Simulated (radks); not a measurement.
The numbers below are computed, except where a source is named.
Task: Species: the iodine ion I+. Configuration: [Kr] 4d10 5s2 5p(up 2.5, down 1.5) (fractional occupations, a model configuration). Level of theory: scalar-relativistic Kohn-Sham, BLYP, spin-polarised, spherical densities, point nucleus (a radial shooting solver on a logarithmic mesh with Libxc functionals). Some entries of the table are withheld. Estimate them.

orbital,occ.,eigenvalue (eV),r(max) (bohr),<r^2> (bohr^2)
1s up,1,-32999.46,0.01754,0.001005
1s down,1,-32999.42,0.01754,0.001005
2s up,1,-5106.510,0.09911,0.01619
2s down,1,-5106.493,0.09911,0.01619
2p up,3,-4584.539,0.07947,0.01282
2p down,3,-4584.509,0.07947,0.01282
3s up,1,-1037.902,0.2857,0.1128
3s down,1,-1037.872,0.2857,0.1128
3p up,3,-868.7980,0.2794,0.1130
3p down,3,-868.7632,0.2794,0.1130
3d up,5,-615.4633,0.2317,0.09859
3d down,5,-615.4299,0.2317,0.09859
4s up,1,-189.8492,0.6802,0.6184
4s down,1,-189.7765,0.6803,0.6183
4p up,3,-136.8389,0.7147,0.7149
4p down,3,-136.7646,0.7147,0.7145
4d up,5,-59.6052,0.7777,(1)
4d down,5,-59.4921,0.7777,(2)
5s up,1,-26.4038,1.688,4.157
5s down,1,-25.7772,1.682,4.158
5p up,2.5,-15.4720,1.976,6.153
5p down,1.5,-14.8416,1.975,6.255

Result: 
(1) 4d up <r^2> (bohr^2): 0.9947
(2) 4d down <r^2> (bohr^2): 0.9909
